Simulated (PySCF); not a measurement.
## Two-component Hartree-Fock for Ca⁹⁺ (calcium, charge +9)

Start: [Ne] 3s1; 3s1/2 filled at m_j = +1/2. Calculated with PySCF 2.14 in an even-tempered Gaussian basis (19 s from 0.53 bohr⁻², ratio 2.4; 13 p from 0.69 bohr⁻², ratio 2.4; 5 d from 2.5 bohr⁻², ratio 2.6; 4 f from 3.8 bohr⁻², ratio 2.6): generalised Hartree-Fock with the X2C-1e Hamiltonian and a Gaussian nucleus; one run each with spin-orbit coupling (SO) switched off, then screened by Boettger's factors.

```
spinor shell  electrons  ε, spin-free (eV)  ε, screened SO (eV)  weight of nominal j (screened SO)  rms radius, screened SO (bohr)
       1s1/2          2            -4289.5              -4289.5                              1.000                          0.0888
       2s1/2          2            -652.23              -652.23                              1.000                           0.388
       2p1/2          2            -562.97              -565.66                              0.986                           0.356
       2p3/2          4            -562.97              -561.64                              0.993                           0.358
       3s1/2          1            -210.78              -210.78                              1.000                            1.05
```

```tsv
quantity	spin-free	screened SO
E (hartree)	-650.92476	-650.92805
M_J	1/2	1/2
⟨J²⟩	0.750	0.750
⟨L²⟩	0.000	0.000
⟨S²⟩	0.750	0.750
```

Each row is a mean over spinors that exchange with the open shell spreads, by up to 2.425 eV (2s1/2).

Without spin-orbit coupling the j labels of p, d and f shells carry no meaning; the spin-free column gives the mean over the occupied spinors of each nl shell.
